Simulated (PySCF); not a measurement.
Mo(NH)2(Cl)(Br) (BrClH2MoN2), SMILES [Cl][Mo](=[NH])([Br])=[NH], multiplicity 1. Heavy atoms are numbered as in [Mo:1](=[NH:2])(=[NH:4])([Cl:6])[Br:7]. Hydrogens are named by the atom that carries them.

Geometry: PBE-D3(BJ)/def2-SVP. The spin state was assumed, not searched. The structure was generated by enumeration; whether it is a known compound was not checked. The def2 effective core potentials stand for the cores of Mo; spin–orbit coupling is left out.

Level of theory: PBE0/def2-TZVP run with PySCF.

Atomic charges (e), one atom of each kind:

```json
[
 {"atom": "Mo1", "Mulliken": "1.39", "Löwdin": "0.13"},
 {"atom": "N2 (NH)", "Mulliken": "-0.60", "Löwdin": "-0.29"},
 {"atom": "H on N2", "Mulliken": "0.26", "Löwdin": "0.17"},
 {"atom": "Cl6", "Mulliken": "-0.37", "Löwdin": "0.05"},
 {"atom": "Br7", "Mulliken": "-0.34", "Löwdin": "0.07"}
]
```
